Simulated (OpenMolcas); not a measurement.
Mg+: CASPT2 settings compared

| Item | Value |
| --- | --- |
| Program | OpenMolcas 26.06 |
| Basis | ANO-L-VDZP [4s3p1d] |
| Scalar Hamiltonian | non-relativistic, point nucleus |
| Active space | 1 electron in 8 orbitals (3s 3p 4s 4p) |
| State averaging | 2S+1 = 2 even, 1 root; 2S+1 = 2 odd, 3 roots |
| Spin-orbit coupling | RASSI with atomic mean-field integrals over the reference wave functions, term energies averaged over their components |

Methods on the same reference wave functions:
A. CASSCF
B. SS-CASPT2, IPEA 0 Eh, sigma2 regulariser 0.1 Eh (closed shells correlated: 2s 2p)
C. XMS-CASPT2, IPEA 0.5 Eh, sigma2 regulariser 0.05 Eh (closed shells correlated: 2s 2p)
D. XMS-CASPT2, IPEA 0.2 Eh, imaginary shift 0.2 Eh (closed shells correlated: 1s 2s 2p)

Energies in cm⁻¹ above 3s ²S_1/2, the measured ground level; measured values from NIST Handbook of Basic Atomic Spectroscopic Data.

```
     Level      A      B      C      D  Measured
 3s ²S_1/2    0.0    0.0    0.0    0.0       0.0
3p ²P°_1/2  34521  34636  34624  34628     35669
3p ²P°_3/2  34586  34701  34689  34694     35761
```

Deviations, from unrounded energies. A percentage is the sum of absolute deviations over the sum of measured energies, with the sign that they share, or ± where signs differ.

```
           Against measurement  Levels     A     B     C     D
mean absolute deviation (cm-1)       2  1200  1000  1100  1100
      other configurations (%)       2  -3.3  -2.9  -3.0  -3.0
```

B, C, D lie about equally close to measurement and A furthest from it. The largest miss of B in the table is 3p ²P°_3/2, by -1100 cm-1. The ranking rests on the paired levels alone, and a cruder setting can come out closer through cancelling errors.

Among B to D the level of the table that moves most is 3p ²P°_3/2, by 12 cm-1 (lowest in C, highest in B).

The lowest spin-free term lies below A's lowest term by 0.004 hartree in B, 0.004 hartree in C, 0.004 hartree in D.

With one active electron outside closed inactive shells, the extra shells (4p 4s) add no correlation to the reference. ANO sets are built for ground and valence states and can reach diffuse excited orbitals poorly. With one active electron the reference holds no correlation, so core polarisation is missing (holds for A). With one active electron, CASPT2 adds the correlation within the correlated inactive shells and between them and that electron, and leaves the splitting within a term as the reference gives it (holds for B; C; D). Computed and measured levels are paired by configuration, term and J; levels that our copy of the source lacks, or whose pairing is in doubt (as where it misses far off the trend of its configuration), stay unpaired and out of the deviations. Only configurations of the active space appear.

° marks odd parity.
